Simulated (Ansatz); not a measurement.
A nudged elastic band was laid between two geometries of C3H11NSi2 (17 atoms, charge 0, multiplicity 1).

Theory: RKS PBE0-D4/6-31G* in Ansatz 0.2.0.

```
movable images  : 5
climbing image  : yes
spring          : 5.0 eV/Å²
optimiser       : quadratic models (default)
start path      : through a guess of the saddle point
force threshold : 0.03 eV/Å
iteration limit : 60
end points      : relaxed
```

Image 0:

```xyz
17
Properties=species:S:1:pos:R:3
C 1.939 1.020 -0.984
C 0.575 0.847 -0.397
C -0.010 -0.308 -0.026
Si 0.814 -1.977 -0.209
Si -1.725 -0.244 0.711
N -2.188 1.402 1.013
H 2.555 1.661 -0.340
H 1.877 1.526 -1.957
H 2.467 0.072 -1.126
H 0.015 1.777 -0.262
H 1.955 -2.159 0.739
H -0.188 -3.044 0.081
H 1.336 -2.205 -1.589
H -1.730 -1.124 1.924
H -2.751 -0.785 -0.228
H -3.158 1.651 0.883
H -1.801 1.891 1.809
```

Image 6:

```xyz
17
Properties=species:S:1:pos:R:3
C 1.930 1.032 -0.926
C 0.585 0.846 -0.300
C -0.014 -0.316 0.018
Si 0.781 -1.982 -0.292
Si -1.716 -0.280 0.803
N -2.384 1.294 1.066
H 2.581 1.625 -0.271
H 1.844 1.589 -1.868
H 2.434 0.084 -1.138
H 0.056 1.781 -0.085
H 2.060 -2.150 0.459
H -0.153 -3.053 0.159
H 1.074 -2.213 -1.737
H -1.646 -0.961 2.128
H -2.667 -1.020 -0.076
H -2.749 1.836 0.296
H -2.036 1.889 1.804
```

**Question.** What changes between the two ends?

**Answer.** No bond is made or broken. The height of N6 over the plane of its neighbours goes from 0.24 to -0.18 Å.

**Question.** What energy profile does the band end with?

**Answer.** The run converged. The highest image is number 5 of 0 to 6, 0.012 eV above the first end and 0.005 eV above the last; the last end lies 0.007 eV above the first. The top lies less than 8 meV above the higher end, about what the thresholds resolve: that end is a shoulder or a very shallow well. A vibrational analysis at the climbing image gives one clearly imaginary mode, 215i cm⁻¹: a first-order saddle point.

| image | path coordinate (Å) | energy (eV) | height of N6 over the plane of its neighbours (Å) |
| --- | --- | --- | --- |
| 0 | 0.00 | 0.000 | 0.24 |
| 1 | 0.22 | 0.000 | 0.24 |
| 2 | 0.44 | 0.002 | 0.23 |
| 3 | 0.67 | 0.005 | 0.23 |
| 4 | 0.89 | 0.007 | 0.21 |
| 5 | 1.11 | 0.012 | 0.02 |
| 6 | 1.37 | 0.007 | -0.18 |

**Question.** What is the geometry of the highest image?

**Answer.** 
```xyz
17
Properties=species:S:1:pos:R:3
C 1.950 1.019 -0.942
C 0.602 0.844 -0.318
C 0.000 -0.314 0.008
Si 0.788 -1.985 -0.285
Si -1.700 -0.257 0.790
N -2.304 1.339 1.038
H 2.603 1.613 -0.288
H 1.868 1.573 -1.886
H 2.450 0.068 -1.148
H 0.071 1.779 -0.111
H 2.056 -2.161 0.484
H -0.160 -3.050 0.154
H 1.104 -2.223 -1.725
H -1.640 -0.958 2.107
H -2.667 -0.972 -0.094
H -2.915 1.804 0.387
H -2.125 1.880 1.869
```

The run took 7.6 min on 2 threads of AMD EPYC 7B13 (Zen 3), on a shared host, peak memory 0.34 GiB.
